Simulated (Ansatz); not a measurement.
Geometry optimisation, RHF/6-31G* (Ansatz).

Input:

```yaml
crystal:
  periodic: [false, false, false]
  atoms:
    - { symbol: S, position_ang: [-0.9609, -0.6151, 1.3531] }
    - { symbol: C, position_ang: [0.5385, -0.3128, 0.4378] }
    - { symbol: O, position_ang: [0.42065, 0.89933, -0.26455] }
    - { symbol: Al, position_ang: [1.70348, 1.08667, 1.04099] }
    - { symbol: Cl, position_ang: [2.27688, 2.04013, 3.0027] }
    - { symbol: H, position_ang: [-1.0639, 0.7928, 1.7438] }
    - { symbol: H, position_ang: [0.95225, -1.15924, -0.2007] }
basis:
  gaussian: { orbitals: "6-31G*" }
hamiltonian:
  xc: hf
relax:
  f_tol: 0.015
  max_steps: 40
output:
  orbitals: {}
```

Run as:

```bash
$ ansatz run input.yaml --threads 1 --pin off --max-ram 2048MiB --backend cpu --events-out ev --progress --plain --runs-dir out
```

**Question.** Where does it end, and by what steps?

**Answer.** The forces met the threshold. After 9 steps the energy has fallen by 1.494 eV; Cl5 moved furthest, 0.73 Å.

```
step  energy less start (eV)  largest force component (eV/Å)  accepted
   0                  0.0000                           2.956       yes
   1                 -1.0132                           1.374       yes
   2                 -1.3353                           0.734       yes
   3                 -1.4262                           0.703       yes
   4                 -1.4794                           0.409       yes
   5                 -1.3877                           1.151        no
   6                 -1.4914                           0.153       yes
   7                 -1.4909                           0.217        no
   8                 -1.4939                           0.034       yes
   9                 -1.4940                           0.012       yes
```

```xyz
7
Properties=species:S:1:pos:R:3
S -1.218 -0.632 0.866
C 0.500 -0.225 0.578
O 0.759 1.061 -0.091
Al 1.608 1.080 1.364
Cl 2.811 2.265 2.556
H -1.494 0.226 1.840
H 0.901 -1.043 0.001
```

Run time: 31 s on 1 thread of Arm Neoverse V1, with other jobs on the host, peak memory 0.17 GiB.
